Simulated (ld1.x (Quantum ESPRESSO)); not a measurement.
# What one change does to a pseudopotential (Cr, RRKJ)

* Element: chromium (Cr)
* Generator: ld1.x (Quantum ESPRESSO) 7.5
* Type: norm-conserving RRKJ (Kleinman–Bylander form)
* Functional: PBE
* Relativity: scalar-relativistic
* Frozen core: [Ne]
* Valence charge: 14
* Reference configuration: 3s2 3p6 3d4.5 4s0 4p0 (charge +1.5)
* Partial waves: 3s (bound): rc 0.95 bohr; 3p (bound): rc 1.15 bohr; 3d (bound): rc 2.00 bohr
* Local potential: the d channel
* Core correction: a·sin(br)/r model core, default radius (core density twice the valence density)
* rho0: 0.01

All-electron outer shells of the reference configuration (PBE, scalar-relativistic, ld1.x):

```
shell  level (eV)  outermost node (bohr)  outermost maximum (bohr)
   2p     -574.23                      –                      0.20
   3s      -87.56                   0.36                      0.78
   3p      -58.98                   0.33                      0.80
   3d      -15.90                      –                      0.84
   4s      -14.06                   1.11                      2.45
   4p       -9.48                   1.22                      3.00
```

Change: local potential the s channel.

Cutoffs: the cutoffs (Ry, on a coarse ladder) from which the occupation-weighted sum of valence levels, in a spherical-Bessel basis at the reference potential, stays within 10 and 1 mRy of its value at 400 Ry; they do not see the model core or the augmentation charge, which bear on the density cutoff. Errors are all-electron minus pseudo energies relative to the spin-unpolarised reference configuration.

Q: Predict the effect on cutoff, ghosts and configuration errors.

A: The potential gets harder (140 Ry and 200 Ry → 140 Ry and 260 Ry); of the 7 tests that both files solve, the error grows in 2 and shrinks in 5 by more than 15 % and 0.3 meV (median size 349.8 → 36.4 meV); the range in which the s phases agree widens (upper end -1.9 → at the end of the scan); the range in which the p phases agree widens (upper end -1.3 → at the end of the scan); neither file shows a bound ghost.

```tsv
quantity	base	changed
cutoff, loose	140 Ry	140 Ry
cutoff, tight	200 Ry	260 Ry
loose cutoff by channel (10 mRy a level)	s 90 Ry, p 45 Ry, d 55 Ry	p 45 Ry, d 40 Ry, s 140 Ry
bound ghosts	none	none
error for 3s2 3p6 3d5 4s1 4p0, meV [ΔE -13.30 eV]	-350	+36
error for 3s2 3p6 3d5 4s0 4p0, meV [ΔE -6.40 eV]	-11	+1.0
error for 3s2 3p6 3d4 4s0 4p0, meV [ΔE 9.65 eV]	-6.9	+13
error for 3s1 3p6 3d5 4s1 4p0, meV [ΔE 66.95 eV]	-668	-341
error for 3s2 3p6 3d2 4s0 4p0, meV [ΔE 88.76 eV]	+637	+1576
error for 3s2 3p6 3d4 4s2 4p0, meV [ΔE -13.40 eV]	-718	+182
error for 3s2 3p6 3d5 4s0 4p1, meV [ΔE -10.18 eV]	-166	0.0
s: phases at 2.21 bohr within 0.05 rad from the reference energy up to (Ry; the scan ends near 5)	-1.9	to the end of the scan
p: phases at 2.21 bohr within 0.05 rad from the reference energy up to (Ry; the scan ends near 5)	-1.3	to the end of the scan
d: phases at 2.21 bohr within 0.05 rad from the reference energy up to (Ry; the scan ends near 5)	0.2	0.6
```
